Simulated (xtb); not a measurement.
A geometry relaxed with GFN2-xTB (xtb 6.7.1), charge 0, multiplicity 1:

```xyz
9

C      0.9048     0.1305    -0.0284
H     -2.1452    -0.1703     0.2211
N     -0.1025     0.0679     1.0536
H      1.4929     1.0478     0.0040
H     -0.3536     0.2517    -2.0349
C     -1.0892    -0.0567     0.0598
C     -0.2619     0.1002    -0.9808
H      1.5667    -0.7345    -0.0696
H     -0.0119    -0.6367     1.7754
```

Q: Write the SMILES of this molecule.

A: `C1=CNC1`
